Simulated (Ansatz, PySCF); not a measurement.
Species: SrO, net charge 0, singlet state. SMILES: [O]=[Sr]
Geometry from a B3LYP-D3(BJ)/def2-TZVP (Ansatz, an electronic-structure program) optimisation:
```xyz
2

Sr     0.0000     0.0000    -0.3369
O      0.0000     0.0000     1.6002
```

Quantity: vertical ionisation energy (to the doublet state of charge +1; each state is the SCF solution reached for its spin; for the singlet T1 is 0.033), in eV. Valence correlation only, unless marked. UHF or UKS for open shells. No spin-orbit coupling. Frozen are the shells of the preceding noble gas and the d and f shells that filled before the atom's block. The outer core of K, Ca and their heavier congeners is not correlated, a term that matters for these elements. In def2 rows, elements after Kr have scalar-relativistic effective core potentials. Basis-set limits of correlation are two-point, X^-3; Hartree-Fock from the larger set.

| level | program | vertical ionisation energy (eV) |
|---|---|---|
| SVWN5/def2-TZVPD | Ansatz | 7.35 |
| r2SCAN/def2-TZVPD | Ansatz | 6.48 |
| B3LYP/def2-TZVPD | Ansatz | 6.61 |
| BHLYP/def2-TZVPD | Ansatz | 5.85 |
| CAM-B3LYP/def2-TZVPD | Ansatz | 6.40 |
| wB97M-V/def2-TZVPD | Ansatz | 6.28 |
| wB97X-V/def2-TZVPD | Ansatz | 6.20 |
| CCSD/def2-SVPD | Ansatz | 5.91 |
| CCSD/def2-TZVPPD | Ansatz | 5.88 |
| CCSD/def2-QZVPPD | Ansatz | 5.91 |
| CCSD/CBS(def2-TZVPPD,def2-QZVPPD) | Ansatz | 5.94 |
| CCSD(T)/def2-SVPD | Ansatz | 6.15 |
| CCSD(T)/def2-TZVPPD | Ansatz | 6.14 |
| CCSD(T)/CBS(def2-TZVPPD,def2-QZVPPD) | Ansatz | 6.22 |

For comparison, minus the highest occupied orbital energy (PySCF): 3.43 eV at M06-L/def2-TZVPD, 7.49 eV at HF/def2-TZVPD, 4.67 eV at PW6B95/def2-TZVPD.
